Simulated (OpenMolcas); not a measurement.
neutral selenium: Slater's ratio, worked from levels

```yaml
Program: OpenMolcas 26.06
Basis: ANO-RCC-VTZP [6s5p3d1f]
Scalar_Hamiltonian: DKH2, point nucleus
Active_space: 6 electrons in 9 orbitals (RAS2 4s 4p; RAS3 4d, at most 2 electrons)
State_averaging: 2S+1 = 3 even, 3 roots; 2S+1 = 1 even, 6 roots; 2S+1 = 3 odd, 3 roots
Spin-orbit_coupling: state interaction with AMFI integrals over the reference wave functions, term energies averaged over their components
```

Methods: RASSCF; SS-RASPT2, IPEA 0.25 Eh, imaginary shift 0.1 Eh (closed shells correlated: 3d). Measured levels: NIST Handbook of Basic Atomic Spectroscopic Data.

**Slater's ratio.** With one set of orbitals, p4 has ¹D - ³P = 6 F2 and ¹S - ¹D = 9 F2 (F2 = F²/25), a ratio of 3/2. Term energies are centres of gravity, weighted by 2J + 1.

```csv
Source,¹D - ³P,¹S - ³P,F2 from the first,Ratio
RASSCF,10339,23063,1723,1.231
SS-RASPT2,9118,22066,1520,1.420
measured,8631,21501,1438,1.491
```

Energies in cm-1. A ratio away from 3/2 shows effects beyond one configuration with one set of orbitals, and in heavier atoms second-order spin-orbit shifts.

CASPT2 does not keep the components of a term degenerate, so their means are used; among the terms shown or strongly mixed into the levels shown the widest spread is 38 cm-1 (4s² 4p⁴ ¹D, SS-RASPT2). Active for correlation alone: 4d; no level in the range computed is led by a configuration that fills it, so any true level of that kind is missing. Without dynamic correlation excited terms often stand tens of per cent too high (terms of higher spin than the ground term too low), and those without a measured partner can miss by more than the paired ones (holds for RASSCF). Measured partners are found by configuration, term and J. A level has none where our copy of the source lacks it or the pairing is in doubt (some pairs that miss far off the trend of their configuration count as doubtful), and it then counts in no deviation. Levels of configurations outside the active space are missing.
